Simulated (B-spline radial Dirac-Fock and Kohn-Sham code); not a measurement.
Ho¹⁰⁺: scattering cross sections and density moments

System: the Ho¹⁰⁺ ion, configuration [Kr] 4d10 4f9 5s2.

The run's input, task.json:

```json
{"items": [{
  "Z": 67,
  "q": 10,
  "cfg": [[1, 0, 2], [2, 0, 2], [2, 1, 6], [3, 0, 2], [3, 1, 6], [3, 2, 10], [4, 0, 2], [4, 1, 6], [4, 2, 10], [4, 3, 9], [5, 0, 2]],
  "A": 165,
  "rrms": 5.2022,
  "do": ["scatter"],
  "s": [0.0, 0.05, 0.1, 0.15, 0.2, 0.25, 0.3, 0.35, 0.4, 0.45, 0.5, 0.6, 0.7, 0.8, 0.9, 1.0, 1.1, 1.2, 1.4, 1.6, 1.8, 2.0, 2.5, 3.0, 3.5, 4.0, 5.0, 6.0],
  "pz": [0, 0.1, 0.2, 0.3, 0.4, 0.5, 0.6, 0.8, 1.0, 1.2, 1.4, 1.6, 1.8, 2.0, 2.5, 3.0, 4.0, 5.0, 7.0, 10.0, 15.0, 20.0, 30.0, 40.0, 60.0, 100.0],
  "hv_scatter": [1000, 2000, 5000, 8047.8, 17479.3, 20000, 50000, 500000]
}]}
```

Launch: `python xray_run.py task.json out`

These are calculated numbers from a radial atomic solver; the model is Dirac-Fock densities.

| Quantity | Value |
| --- | --- |
| Sum of ⟨r⟩ | 23.22 bohr |
| Sum of ⟨r²⟩ | 15.69 bohr² |
| Sum of ⟨1/r⟩ | 458.92 per bohr |
| Langevin diamagnetic susceptibility | -12.4 × 10⁻⁶ cm³/mol |
| Lamb shielding (α²/3)Σ⟨1/r⟩ | 8146 ppm |

Coherent scattering is the Thomson cross section weighted by f₀², without anomalous dispersion; incoherent scattering is Klein-Nishina weighted by S. The Lamb formula is the non-relativistic shielding expression. Electron correlation is left out.

```
hν (keV)  coherent (b)  incoherent (b)  incoherent per electron (b)
       1          2133          0.2593                      0.00455
       2          2054          0.9598                       0.0168
       5          1639           4.056                       0.0712
  8.0478          1214           7.058                        0.124
 17.4793         550.4           14.04                        0.246
      20         469.7           15.40                        0.270
      50         129.4           22.50                        0.395
     500         2.162           16.11                        0.283
```

Incoherent scattering overtakes coherent scattering between 50 and 500 keV.
